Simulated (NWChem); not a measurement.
System: bromotrifluoromethane (CBrF₃); SMILES FC(F)(F)Br

Here is an NWChem input.

```
start job
memory heap 200 mb stack 900 mb global 1100 mb
geometry units angstroms noautoz
  F      0.875682     0.875682    -1.268664
  C      0.000000     0.000000    -0.818225
  F      0.320522    -1.196203    -1.268664
  F     -1.196203     0.320522    -1.268664
  Br     0.000000     0.000000     1.112917
end
basis spherical
  * library def2-tzvpd
end
dft
  xc b3lyp
  iterations 150
  semidirect filesize 400000000
  mulliken
end
task dft energy
```

Output (shortened):

```
             Northwest Computational Chemistry Package (NWChem) 7.3.0
             --------------------------------------------------------

 C3V symmetry detected

                             Geometry "geometry" -> ""
                             -------------------------

 Output coordinates in angstroms (scale by  1.889725989 to convert to a.u.)

  No.       Tag          Charge          X              Y              Z
 ---- ---------------- ---------- -------------- -------------- --------------
    1 F                    9.0000     0.87568163     0.87568163    -1.26555837
    2 C                    6.0000    -0.00000000    -0.00000000    -0.81511937
    3 F                    9.0000     0.32052172    -1.19620335    -1.26555837
    4 F                    9.0000    -1.19620335     0.32052172    -1.26555837
    5 Br                  35.0000     0.00000000     0.00000000     1.11602263

 Effective nuclear repulsion energy (a.u.)     368.8424817979

      Symmetry information
      --------------------

 Group name             C3v
 Group number             17
 Group order               6
 No. of unique centers     3

                                 NWChem DFT Module
                                 -----------------

 Summary of "ao basis" -> "ao basis" (spherical)
 ------------------------------------------------------------------------------
       Tag                 Description            Shells   Functions and Types
 ---------------- ------------------------------  ------  ---------------------
 F                         def2-tzvpd               14       40   6s4p3d1f
 C                         def2-tzvpd               13       37   6s3p3d1f
 Br                        def2-tzvpd               19       57   7s6p5d1f

      Symmetry analysis of basis
      --------------------------

        a1         61
        a2         15
        e         138

  Rotation of axis

            General Information
            -------------------
          SCF calculation type: DFT
          Wavefunction type:  closed shell.
          No. of atoms     :     5
          No. of electrons :    68
           Alpha electrons :    34
            Beta electrons :    34
          Charge           :     0
          Spin multiplicity:     1
          Use of symmetry is: on ; symmetry adaption is: on
          Maximum number of iterations: 150
          AO basis - number of functions:   214
                     number of shells:    74
          Convergence on energy requested:  1.00D-06
          Convergence on density requested:  1.00D-05
          Convergence on gradient requested:  5.00D-04

              XC Information
              --------------
                         B3LYP Method XC Potential
                     Hartree-Fock (Exact) Exchange  0.200
                        Slater Exchange Functional  0.800 local
                    Becke 1988 Exchange Functional  0.720 non-local
              Lee-Yang-Parr Correlation Functional  0.810
                  VWN I RPA Correlation Functional  0.190 local

             Grid Information
             ----------------
          Grid used for XC integration:  medium
          Radial quadrature: Mura-Knowles
          Angular quadrature: Lebedev.
          Tag              B.-S. Rad. Rad. Pts. Rad. Cut. Ang. Pts.
          ---              ---------- --------- --------- ---------
          F                   0.50       49          12.0       434
          C                   0.70       49          12.0       434
          Br                  1.15      112          12.0       590
          Grid pruning is: on
          Number of quadrature shells:   210
          Spatial weights used:  Erf1

      Superposition of Atomic Density Guess
      -------------------------------------

 Sum of atomic energies:       -2908.32543681

      Non-variational initial energy
      ------------------------------

 Total energy =   -2909.637950
 1-e energy   =   -4786.203900
 2-e energy   =    1507.723468
 HOMO         =      -0.394513
 LUMO         =       0.042715

      Symmetry analysis of molecular orbitals - initial
      -------------------------------------------------

  Numbering of irreducible representations:

     1 a1          2 a2          3 e

  Orbital symmetries:

     1 a1          2 a1          3 a1          4 e           5 e
     6 a1          7 e           8 e           9 a1         10 a1
    11 a1         12 e          13 e          14 a1         15 e
    16 e          17 e          18 e          19 a1         20 e
    21 e          22 a1         23 a1         24 e          25 e
    26 a1         27 e          28 e          29 e          30 e
    31 a2         32 a1         33 e          34 e          35 a1
    36 a1         37 e          38 e          39 a1         40 e
    41 e          42 a1         43 e          44 e

------------------------------------------------------------
EAF file 0: "./job.aoints.0" size=368050176 bytes
------------------------------------------------------------
               write      read    awrite     aread      wait
               -----      ----    ------     -----      ----
     calls:      702         0         0         0         0
   data(b): 3.68e+08  0.00e+00  0.00e+00  0.00e+00
   time(s): 0.00e+00  0.00e+00  0.00e+00  0.00e+00  0.00e+00
rate(mb/s): 0.00e+00  0.00e+00
------------------------------------------------------------

     ---------------------------------------------
      Total Density - Mulliken Population Analysis
     ---------------------------------------------

    Atom       Charge   Shell Charges
 -----------   ------   -------------------------------------------------------
    1 F    9     9.38   0.77  1.20  0.61  1.00  0.31  0.01  2.32  2.30  0.82  0.01  0.00  0.01  0.00  0.00
    2 C    6     4.44   0.85  1.13  0.43  0.50 -0.04 -0.01  0.66  0.71 -0.10  0.06  0.22  0.00  0.03
    3 F    9     9.38   0.77  1.20  0.61  1.00  0.31  0.01  2.32  2.30  0.82  0.01  0.00  0.01  0.00  0.00
    4 F    9     9.38   0.77  1.20  0.61  1.00  0.31  0.01  2.32  2.30  0.82  0.01  0.00  0.01  0.00  0.00
    5 Br  35    35.43   2.00  2.00  1.16  0.77  1.00  1.02  0.08  6.00  5.94  1.29  2.86  1.24  0.02  8.98  1.03 -0.02  0.03  0.00  0.00

   convergence    iter        energy       DeltaE   RMS-Dens  Diis-err
 ---------------- ----- ----------------- --------- --------- ---------
 d= 0,ls=0.0,diis     1  -2911.7364931760 -3.28D+03  6.85D-03  2.76D+00
 d= 0,ls=0.0,diis     2  -2911.4289787582  3.08D-01  4.34D-03  6.38D+00
 d= 0,ls=0.0,diis     3  -2911.9616736463 -5.33D-01  6.47D-04  5.02D-02
 d= 0,ls=0.0,diis     4  -2911.9658844585 -4.21D-03  2.17D-04  6.12D-03
 d= 0,ls=0.0,diis     5  -2911.9664694841 -5.85D-04  2.55D-05  2.04D-04
  Resetting Diis
 d= 0,ls=0.0,diis     6  -2911.9664774029 -7.92D-06  1.05D-05  3.20D-06
 d= 0,ls=0.0,diis     7  -2911.9664775255 -1.23D-07  5.44D-06  7.70D-07

         Total DFT energy =    -2911.966477525486
      One electron energy =    -4785.070192266607
           Coulomb energy =     1632.452979261697
    Exchange-Corr. energy =     -128.191746318441
 Nuclear repulsion energy =      368.842481797865

 Numeric. integr. density =       67.999999235933

                  Occupations of the irreducible representations
                  ----------------------------------------------

                     irrep           alpha         beta
                     --------     --------     --------
                     a1               13.0         13.0
                     a2                1.0          1.0
                     e                20.0         20.0

                       DFT Final Molecular Orbital Analysis
                       ------------------------------------

 Vector   32  Occ=2.000000D+00  E=-4.096206D-01  Symmetry=a1
              MO Center=  2.0D-14, -3.4D-15, -4.0D-02, r^2= 2.9D+00
   Bfn.  Coefficient  Atom+Function         Bfn.  Coefficient  Atom+Function
  ----- ------------  ---------------      ----- ------------  ---------------
   176      0.340902  5 Br pz               170     -0.256557  5 Br pz
   173      0.234847  5 Br pz                 9      0.203113  1 F  pz
    86      0.203113  3 F  pz               126      0.203113  4 F  pz
    49     -0.178209  2 C  pz                12      0.164020  1 F  pz
    89      0.164020  3 F  pz               129      0.164020  4 F  pz

 Vector   33  Occ=2.000000D+00  E=-3.283064D-01  Symmetry=e
              MO Center=  9.9D-03,  1.8D-03,  1.0D+00, r^2= 1.7D+00
   Bfn.  Coefficient  Atom+Function         Bfn.  Coefficient  Atom+Function
  ----- ------------  ---------------      ----- ------------  ---------------
   175      0.460675  5 Br py               169     -0.319988  5 Br py
   172      0.295449  5 Br py               178      0.261733  5 Br py
   174      0.241147  5 Br px               168     -0.167503  5 Br px
   171      0.154657  5 Br px               177      0.137008  5 Br px
   166      0.097458  5 Br py                 9     -0.089020  1 F  pz

 Vector   34  Occ=2.000000D+00  E=-3.283064D-01  Symmetry=e
              MO Center= -9.9D-03, -1.8D-03,  1.0D+00, r^2= 1.7D+00
   Bfn.  Coefficient  Atom+Function         Bfn.  Coefficient  Atom+Function
  ----- ------------  ---------------      ----- ------------  ---------------
   174      0.460675  5 Br px               168     -0.319988  5 Br px
   171      0.295449  5 Br px               177      0.261733  5 Br px
   175     -0.241147  5 Br py               169      0.167503  5 Br py
   172     -0.154657  5 Br py               178     -0.137008  5 Br py
   165      0.097458  5 Br px               126      0.091016  4 F  pz

[...]
```

Level: B3LYP/def2-TZVPD. Geometry: optimised at PBE0/def2-SVP.
